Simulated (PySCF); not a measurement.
# Computed data sheet: `CO[Si@@H](OCC)[SiH3]`

Compound: C3H12O2Si2.
Atom-mapped SMILES: `[CH3:1][CH2:2][O:3][Si@@H:4]([SiH3:5])[O:6][CH3:7]` (hydrogens: H8, H9, H10 on C1; H11, H12 on C2; H13 on Si4; H14, H15, H16 on Si5; H17, H18, H19 on C7)

Structure used (GFN2-xTB), in Å, numbered top down from 1:
```xyz
19
C3H12O2Si2 angstrom
C      2.936   -0.484   -0.630
C      1.881    0.427   -0.019
O      0.717   -0.303    0.228
Si    -0.646    0.169    0.986
Si    -1.602    1.949   -0.122
O     -1.589   -1.146    1.066
C     -2.191   -1.879    0.045
H      3.148   -1.309    0.045
H      2.574   -0.892   -1.571
H      3.850    0.074   -0.810
H      2.249    0.857    0.921
H      1.655    1.257   -0.702
H     -0.406    0.317    2.422
H     -0.637    3.015   -0.436
H     -2.673    2.594    0.645
H     -2.205    1.604   -1.421
H     -2.964   -1.285   -0.451
H     -1.456   -2.195   -0.698
H     -2.651   -2.761    0.493
```

GFN2-xTB geometry:

```
Point group of the GFN2-xTB geometry                  : C1
Rotational constants A, B, C of the GFN2-xTB geometry : 1.947, 1.138, 0.820 GHz
```

From PBE0/pcSseg-1 ground state and GIAO shieldings, non-relativistic (PySCF):

```
Dipole moment                                               : 1.35 D
HOMO energy                                                 : -7.57 eV
LUMO energy                                                 : -0.13 eV
HOMO–LUMO gap                                               : 7.44 eV
Lowest Hirshfeld atomic charge                              : -0.23 e on O6
Highest Hirshfeld atomic charge                             : +0.38 e on Si4
13C chemical shifts (computed TMS as zero) by class         : 59.7 (C2), 52.2 (C7), 20.4 (C1) ppm
1H chemical shifts (computed TMS as zero) by class          : 5.23 (H13), 3.87 (H17/H18/H19), 3.86 (H12), 3.86 (H11), 3.22 (H14/H15/H16), 1.35 (H8/H9/H10) ppm
Isotropic shieldings of nuclei other than C and H, by class : 274 (O3), 300 (O6), 363 (Si4), 491 (Si5) ppm
Mayer bond orders between heavy atoms                       : C1–C2 1.07, C2–O3 0.89, O3–Si4 0.95, Si4–Si5 0.87, Si4–O6 1.02, O6–C7 0.89
```

Monoisotopic mass (most abundant isotopes): 136.0376 u.

The rotational constants make it an asymmetric top with κ = (2B − A − C)/(A − C) = -0.44, nearer the prolate limit (−1). The dipole equals about 4.5 × 10⁻³⁰ C·m (1 D = 3.33564 × 10⁻³⁰ C·m). With B = h/(8π²I), that is 505.379 GHz u Å² over I, the principal moments of inertia are 259.6, 444.1 and 616.2 u Å² (most abundant isotopes); the inertial defect Ic − Ia − Ib is -87.5 u Å² (zero for a rigid planar frame, negative otherwise).

The structure is a single GFN2-xTB conformer in the gas phase; no vibrational or solvent corrections. NMR classes are plain means over equivalent atoms (diastereotopic ones count apart unless rotation or inversion swaps them), as if these changed places fast; in this geometry the members of some classes differ.
